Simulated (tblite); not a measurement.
Species: C₃H₇FOSi.
Z-matrix (Å and degrees, GFN2-xTB geometry), rows numbered from 1:
```
C 
C   1  1.3212
C   2  1.4853  1  125.28
F   3  1.3960  2  110.95  1    13.56
Si  3  1.9357  2  111.71  1  -104.91
O   5  1.6172  3  108.39  2    60.28
H   1  1.0773  2  121.49  3    -2.89
H   1  1.0757  2  121.81  3   178.58
H   2  1.0815  1  121.36  3  -177.70
H   3  1.0942  2  110.21  1   130.00
H   5  1.4609  3  106.65  2  -179.21
H   5  1.4537  3  110.28  2   -53.50
H   6  0.9553  5  121.60  3    38.06
```

Level: GFN2-xTB in tblite, geometry and Hessian alike; calculated harmonic values, unscaled, isolated species. The method is semi-empirical: single wavenumbers can be off by several per cent or more. Modes of hydrogen on silicon can be 10 to 20 % off. One conformer, not necessarily the lowest.

Harmonic wavenumbers (cm⁻¹): 40.1, 75.8, 153.2, 201.7, 250.5, 258.3, 340.4, 518.4, 553.0, 589.0, 606.6, 685.5, 743.8, 765.7, 804.0, 882.9, 919.4, 958.1, 982.9, 1015.1, 1096.7, 1143.7, 1274.5, 1287.7, 1410.9, 1704.8, 2284.6, 2350.6, 2926.4, 3063.5, 3108.2, 3135.7, 3639.1.

A = 4113, B = 1993, C = 1779 MHz; mass 106.025 u (most abundant isotopes); point group C1, symmetry number 1.

Q: What is the zero-point energy?

A: ½Σν̃ = 19885 cm⁻¹ = 237.88 kJ/mol.

Q: Give the ideal-gas entropy at 200 K and 1 bar in the rigid-rotor, harmonic-oscillator model (classical rotation).

A: Translation 158.72, rotation 110.04, vibration 61.77: S = 330.5 J/(mol K).

Q: And Cp and H(200 K) − H(0)?

A: Cp = 98.91 J/(mol K), of which vibrations give 65.65 (their classical limit is 33 R = 274.4); H(200 K) − H(0) = 13.25 kJ/mol without the zero-point energy, 6.60 from vibrations.

Q: Blend soft modes into free rotors: weight 1/[1 + (100 cm⁻¹/ν̃)⁴] for the oscillator and the rest for a rotor with moment μB/(μ + B), μ = h/(8π²ν), B = 10⁻⁴⁴ kg m². What vibrational entropy results?

A: 56.06 J/(mol K) in place of 61.77, which changes −T·S at 200 K by +1.14 kJ/mol.

Q: Which modes carry the vibrational entropy at 200 K?

A: 40.1 cm⁻¹: 18.68; 75.8 cm⁻¹: 13.46; 153.2 cm⁻¹: 7.91; 201.7 cm⁻¹: 5.91; 250.5 cm⁻¹: 4.46; 258.3 cm⁻¹: 4.26 J/(mol K); the other 27 give 7.08 together.

Q: What must be added to the electronic energy to get the Gibbs energy at 200 K and 1 bar?

A: ZPE + [H(200 K) − H(0)] − T·S = 237.88 + 13.25 − 66.11 = 185.02 kJ/mol.

Hindered rotation and anharmonicity are outside this model. Other conformers, if any are populated, would add a mixing term that is left out. The structure is chiral; the term R ln 2 for an equal mix with its mirror image is left out.
